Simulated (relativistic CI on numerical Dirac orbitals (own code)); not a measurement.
## Mn7+: K-alpha X-ray emission

Computed with this model: Dirac-Coulomb-Breit CI, separate exchange-only KLI orbitals for each configuration, model QED, valence Slater integrals scaled by 0.7, multiplet model of X-ray emission after core ionisation; configurations [Ne] 3s2 3p6 → 1s 2s2 2p6 3s2 3p6 → [He] 2s2 2p5 3s2 3p6; 80 K; Lorentzian 1.8 eV and Gaussian 0.6 eV FWHM. Energies are those of the free ion, without screening or charge transfer. S is read from ⟨S²⟩ = S(S + 1).

Computed curve for free ion, scaled to 100 at the maximum (points under 2 are left out and the grid is thinned):

```
Energy (eV)  Intensity
     5877.8        2.0
     5878.2        2.3
     5878.6        2.7
     5879.0        3.2
     5879.2        3.6
     5879.6        4.4
     5880.0        5.5
     5880.4        7.1
     5880.8        9.5
     5881.2       13.4
     5881.6       19.8
     5882.0       29.9
     5882.2       36.3
     5882.6       48.1
     5883.0       49.9
     5883.4       39.8
     5883.8       27.3
     5884.2       18.3
     5884.6       12.8
     5884.8       11.0
     5885.2        8.4
     5885.6        6.8
     5886.0        5.8
     5886.4        5.2
     5886.8        4.9
     5887.2        4.7
     5887.4        4.7
     5887.8        4.8
     5888.2        5.1
     5888.6        5.5
     5889.0        6.2
     5889.4        7.2
     5889.8        8.6
     5890.2       10.6
     5890.4       12.0
     5890.8       15.7
     5891.2       21.6
     5891.6       31.3
     5892.0       47.2
     5892.4       70.9
     5892.8       94.5
     5893.0      100.0
     5893.4       90.6
     5893.8       65.5
     5894.2       43.2
     5894.6       28.7
     5895.0       19.9
     5895.4       14.4
     5895.6       12.5
     5896.0        9.6
     5896.4        7.6
     5896.8        6.2
     5897.2        5.1
     5897.6        4.3
     5898.0        3.7
     5898.4        3.2
     5898.6        2.9
     5899.0        2.6
     5899.4        2.3
     5899.8        2.0
```

The ground state has S = 0.00, and the centroid lies at 5889.65 eV.
